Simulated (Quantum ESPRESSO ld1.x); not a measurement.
The argon ion Ar+, configuration [Ne] 3s2 3p5. Method: scalar-relativistic Kohn-Sham, BLYP, spin-unpolarised, spherical densities, point nucleus; computed with ld1.x of Quantum ESPRESSO 7.5.

Normalised radial functions P(r) = r R(r), r in bohr:

r,1s,3p,3d
0.00546,0.7537,0.0017,0.0000
0.007166,0.9571,0.0029,0.0000
0.009406,1.2038,0.0049,0.0000
0.01235,1.4951,0.0081,0.0000
0.01608,1.8165,0.0133,0.0000
0.0211,2.1737,0.0218,0.0001
0.0277,2.5296,0.0352,0.0002
0.03636,2.8383,0.0560,0.0005
0.04734,3.0333,0.0860,0.0010
0.06214,3.0572,0.1300,0.0021
0.08156,2.8447,0.1890,0.0043
0.1071,2.3862,0.2611,0.0086
0.1394,1.7697,0.3352,0.0162
0.183,1.0967,0.3965,0.0299
0.2402,0.5436,0.4109,0.0528
0.3153,0.2017,0.3407,0.0887
0.4105,0.0539,0.1660,0.1387
0.5388,0.0086,-0.1174,0.2065
0.7073,0.0007,-0.4485,0.2872
0.9283,0.0000,-0.7279,0.3720
1.209,0.0000,-0.8515,0.4442
1.587,0.0000,-0.7831,0.4923
2.083,0.0000,-0.5724,0.5085
2.734,0.0000,-0.3294,0.4922
3.56,0.0000,-0.1479,0.4405
4.672,0.0000,-0.0455,0.3418
6.133,0.0000,-0.0088,0.2210
8.05,0.0000,-0.0009,0.1128
10.48,0.0000,-0.0001,0.0423
13.76,0.0000,0.0000,0.0106

1s: eigenvalue -3136.2 eV, 0 radial nodes, <r> = 0.0857 bohr, 90 % of the charge inside 0.153 bohr. 3p: eigenvalue -21.972 eV, 1 radial node at r = 0.486 bohr, <r> = 1.56 bohr, 90 % of the charge inside 2.43 bohr. 3d (empty): eigenvalue -4.024 eV, 0 radial nodes, <r> = 3.21 bohr, 90 % of the charge inside 5.59 bohr.
